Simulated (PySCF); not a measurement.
# How the method changes the shape and vibrations of BH2O2Si anion

All numbers below are calculated, not measured. They come from PySCF 2.14.0, an open-source quantum chemistry program, on an isolated molecule that a program drew, which may never have been made. The molecule is BH2O2Si anion (charge -1, singlet), drawn as the SMILES string `O=B[SiH2][O-]`.

The geometry was optimised and harmonic frequencies were computed with HF and MP2, all in the aug-cc-pV(D+d)Z basis, for the commonest isotopes, with a restricted reference for singlets and an unrestricted one otherwise, and a frozen core in MP2. Each result is a local minimum of its method.

Geometry at the HF minimum:
```xyz
6
BH2O2Si anion, angstrom
O     1.4264    1.8503   -2.1331
B     0.6079    1.6334   -1.2786
Si   -0.8090    1.2958    0.2079
O    -1.2312   -0.1865    0.3648
H    -1.8640    2.3016   -0.1917
H    -0.1389    1.9765    1.3792
```

Lengths of the bonds as drawn, in Å (atoms numbered as above):
```
  bond     HF    MP2
 O1-B2  1.203  1.238
B2-Si3  2.081  2.070
Si3-O4  1.549  1.596
Si3-H5  1.511  1.517
Si3-H6  1.511  1.517
```

Rotational constants, in GHz:
| constant | HF | MP2 |
|---|---|---|
| A | 21.75 | 20.66 |
| B | 2.811 | 2.769 |
| C | 2.56 | 2.51 |

Harmonic frequencies in cm^-1, each column in rising order, so a row needn't be the same motion in every method:
```
rank    HF   MP2
   1   170   149
   2   289     ?
   3   408   386
   4   490   462
   5   668   618
   6   811   754
   7   957   891
   8  1037   969
   9  1145  1032
  10  2012  1811
  11  2080  2041
  12  2142  2087
```

**Estimate the missing MP2 frequency from the HF column.**

A single factor s that minimises the squared misfit of MP2 against s times HF over the other rows is sum(HF x MP2) / sum(HF^2) = 0.9454, with an rms misfit of 44 cm^-1. For rank 2 it gives 0.9454 x 289 = 273 cm^-1. The calculation gives 260 cm^-1, 13 cm^-1 below the estimate. The drawn bonds are on average 1.2 % longer in MP2 than in HF.
